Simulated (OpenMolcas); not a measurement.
# Ge2+: input and output

Input:

```
&GATEWAY
Coord
1

Ge 0.0 0.0 0.0
Basis=ANO-RCC-VQZP
Group=XYZ
NoMove
AngMom=0.0 0.0 0.0
AMFI
RX2C
&SEWARD
* reference wave functions (RASSCF and RASSI steps not shown): 2 electrons in 9 orbitals (RAS2 4s 4p; RAS3 4d, at most 2 electrons)
>>> COPY JOB001 $Project.JobIph
&CASPT2
Multistate=3 1 2 3
NoMult
Frozen=8 6
IPEA=0.4
Imaginary=0.3
MaxIter=60
WThr=0.0 0.3 0.05
PrWF=0.5
NoMix
>>> COPY JOB002 $Project.JobIph
&CASPT2
Multistate=7 1 2 3 4 5 6 7
NoMult
Frozen=8 6
IPEA=0.4
Imaginary=0.3
MaxIter=60
WThr=0.0 0.3 0.05
PrWF=0.5
NoMix
>>> COPY JOB003 $Project.JobIph
&CASPT2
Multistate=3 1 2 3
NoMult
Frozen=8 6
IPEA=0.4
Imaginary=0.3
MaxIter=60
WThr=0.0 0.3 0.05
PrWF=0.5
NoMix
...
```

Launched by
```bash
OMP_NUM_THREADS=1 MOLCAS_MEM=2252 MOLCAS_PROJECT=a pymolcas a.inp > a.log  # once for each step of the input, in one work folder
```

Output, cut to the results:

```
--- CASPT2 ---
Orbital specifications:
      -----------------------

      Symmetry species                           1   2
                                                ag  au
      Frozen orbitals                            8   6
      Inactive orbitals                          0   0
      Active orbitals                            6   3
      Secondary orbitals                        22  23
      Deleted orbitals                           0   0
      Number of basis functions                 36  32
Type of calculation                        SS-CASPT2
      Fock operator                              state-specific
      IPEA shift                                 0.40
      Real shift                                 0.00
      Imaginary shift                            0.30
      The input orbitals will be transformed to quasi-canonical
Reference energy:       -2095.6098536429
      E2 (Non-variational):      -0.0008930653
      Shift correction:          -0.0000124297
      E2 (Variational):          -0.0009054949
      Total energy:           -2095.6107591378
      Residual norm:              0.0000000214
      Reference weight:           0.99969
      Contributions to the CASPT2 correlation energy
      Active & Virtual Only:         -0.0008930653
      One Inactive Excited:           0.0000000000
      Two Inactive Excited:           0.0000000000
Reference energy:       -2095.6098536429
      E2 (Non-variational):      -0.0008930654
      Shift correction:          -0.0000124297
      E2 (Variational):          -0.0009054950
      Total energy:           -2095.6107591379
      Residual norm:              0.0000000214
      Reference weight:           0.99969
      Contributions to the CASPT2 correlation energy
      Active & Virtual Only:         -0.0008930654
      One Inactive Excited:           0.0000000000
      Two Inactive Excited:           0.0000000000
::    CASPT2 Root  1     Total energy:  -2095.61075914
::    CASPT2 Root  2     Total energy:  -2095.61075914
::    CASPT2 Root  3     Total energy:  -2095.61075914
--- CASPT2 ---
Orbital specifications:
      -----------------------

      Symmetry species                           1   2
                                                ag  au
      Frozen orbitals                            8   6
      Inactive orbitals                          0   0
      Active orbitals                            6   3
      Secondary orbitals                        22  23
      Deleted orbitals                           0   0
      Number of basis functions                 36  32
Type of calculation                        SS-CASPT2
      Fock operator                              state-specific
      IPEA shift                                 0.40
      Real shift                                 0.00
      Imaginary shift                            0.30
      The input orbitals will be transformed to quasi-canonical
Reference energy:       -2096.2675548939
      E2 (Non-variational):      -0.0060791562
      Shift correction:          -0.0001055877
      E2 (Variational):          -0.0061847439
      Total energy:           -2096.2737396378
      Residual norm:              0.0000000585
      Reference weight:           0.99763
      Contributions to the CASPT2 correlation energy
      Active & Virtual Only:         -0.0060791562
      One Inactive Excited:           0.0000000000
      Two Inactive Excited:           0.0000000000
Reference energy:       -2095.6362929001
      E2 (Non-variational):      -0.0010264597
      Shift correction:          -0.0000478981
      E2 (Variational):          -0.0010743578
      Total energy:           -2095.6373672579
      Residual norm:              0.0000001772
      Reference weight:           0.99943
      Contributions to the CASPT2 correlation energy
      Active & Virtual Only:         -0.0010264597
      One Inactive Excited:           0.0000000000
      Two Inactive Excited:           0.0000000000
::    CASPT2 Root  1     Total energy:  -2096.27373964
::    CASPT2 Root  2     Total energy:  -2095.63736726
::    CASPT2 Root  3     Total energy:  -2095.63736726
::    CASPT2 Root  4     Total energy:  -2095.63736722
::    CASPT2 Root  5     Total energy:  -2095.63736690
::    CASPT2 Root  6     Total energy:  -2095.63736713
::    CASPT2 Root  7     Total energy:  -2095.49470725
--- CASPT2 ---
Orbital specifications:
      -----------------------

      Symmetry species                           1   2
                                                ag  au
      Frozen orbitals                            8   6
      Inactive orbitals                          0   0
      Active orbitals                            6   3
      Secondary orbitals                        22  23
      Deleted orbitals                           0   0
      Number of basis functions                 36  32
Type of calculation                        SS-CASPT2
      Fock operator                              state-specific
      IPEA shift                                 0.40
      Real shift                                 0.00
      Imaginary shift                            0.30
      The input orbitals will be transformed to quasi-canonical
Reference energy:       -2096.0012354067
      E2 (Non-variational):      -0.0009686016
      Shift correction:          -0.0000157999
      E2 (Variational):          -0.0009844015
      Total energy:           -2096.0022198081
      Residual norm:              0.0000002276
      Reference weight:           0.99963
      Contributions to the CASPT2 correlation energy
      Active & Virtual Only:         -0.0009686016
      One Inactive Excited:           0.0000000000
      Two Inactive Excited:           0.0000000000
Reference energy:       -2096.0012354067
      E2 (Non-variational):      -0.0009686018
      Shift correction:          -0.0000157999
      E2 (Variational):          -0.0009844017
      Total energy:           -2096.0022198084
...
```

Levels above the lowest, from the spin-orbit matrix with the single-state CASPT2 energies, averaged by term, on its diagonal:

| Configuration | Term | J | E (cm-1) | Measured (cm-1) | g | Term weight % |
| --- | --- | --- | --- | --- | --- | --- |
| 4s2 | 1S | 0 | 0.0 | 0.0 |  | 100 |
| 4s 4p | 3P* | 0 | 58225 | 61734 |  | 100 |
| 4s 4p | 3P* | 1 | 58886 | 62500 | 1.501 | 100 |
| 4s 4p | 3P* | 2 | 60276 | 64144 | 1.501 | 100 |
| 4s 4p | 1P* | 1 | 91608 | 91873 | 1.000 | 100 |
| 4p2 | 1D | 2 | 139575 | 144975 | 1.007 | 99 |
| 4p2 | 3P | 0 | 144069 | 147685 |  | 100 |
| 4p2 | 3P | 1 | 144849 | 148640 | 1.501 | 100 |
| 4p2 | 3P | 2 | 146262 | 150372 | 1.494 | 99 |

Against the 8 measured excited levels shown (Sugar and Musgrove, J. Phys. Chem. Ref. Data 22, 1213 (1993)) the mean absolute deviation is 3500 cm-1; the largest miss in energy is 4p2 1D2: computed 139575, measured 144975 cm-1 (-3.7 %), and the largest in proportion 4s 4p 3P* 2 (-6.0 %).

Active for correlation alone: 4d; no level in the range computed is led by a configuration that fills it, so any true level of that kind is missing. Some terms mix strongly with configurations of 4d, whose occupation reaches 0.29 (4p2 1D). Measured partners are found by configuration, term and J. A level has none where our copy of the source lacks it or the pairing is in doubt (some pairs that miss far off the trend of their configuration count as doubtful), and it then counts in no deviation. Only configurations of the active space appear. The first state left out of the spin-orbit step lies near 180000 cm-1 above the lowest spin-free state of the reference (among the parities and spins computed), and the list stops at four fifths of that energy or lower.

The CASPT2 steps took 5 s on 1 thread of Arm Neoverse N1, with other jobs on the host; the integral step is not counted.

The term weight is that of the spin-free term in the level, not the purity of its configuration. * marks odd parity.
